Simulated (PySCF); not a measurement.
## `CS(=O)(=O)[SiH2][SiH2]F`, CH$_{7}$FO$_{2}$SSi$_{2}$

Geometry (Å), atoms numbered from 1 in this order:
```xyz
14

C     2.3755    0.1118    0.6975
S     0.7904    0.6185    0.0475
O     0.0320    1.2110    1.1719
O     1.0440    1.4099   -1.1616
Si   -0.5175   -1.1082   -0.4695
Si   -2.4748    0.1931   -0.3771
F    -3.6212   -0.5895   -1.2374
H     2.9474   -0.3857   -0.0961
H     2.2252   -0.5349    1.5710
H     2.8637    1.0524    0.9916
H    -0.1241   -1.6847   -1.7854
H    -0.3777   -2.1128    0.6249
H    -2.9500    0.3146    1.0242
H    -2.2138    1.5035   -1.0240
```

Method used: PySCF 2.14.0, quadratic response CAM-B3LYP/def2-SVPD first hyperpolarisability, Taylor convention, gas phase. Geometry: PBE0-D3(BJ)/def2-SVP.

**Question.** What is the first hyperpolarisability, and how does it disperse?

**Answer.** In 10⁻³⁰ esu, Taylor convention; the vector part is βᵢ = ⅓ Σⱼ (βᵢⱼⱼ + βⱼᵢⱼ + βⱼⱼᵢ); β∥ is 3/5 of the vector part along the dipole, the dipole points from − to +:
| process | λ (nm) | β vector norm | β∥ | β HRS | depolarisation ratio |
| --- | --- | --- | --- | --- | --- |
| static β(0;0,0) | ∞ | 2.26 | -1.25 | 0.87 | 6.55 |
| second harmonic β(−2ω;ω,ω) | 1064 | 2.62 | -1.42 | 1.02 | 6.43 |
| Pockels β(−ω;ω,0) | 1064 | 2.37 | -1.30 | – | – |

**Question.** Which lowest excitations, dipole and polarisabilities go with it?

**Answer.** S1 5.85 eV (f = 0.080); S2 6.35 eV (f = 0.006); S3 6.61 eV (f = 0.035); dipole 4.40 D; isotropic α 96.3 au static, 97.3 au at 1064 nm, 100.4 au at 532 nm.
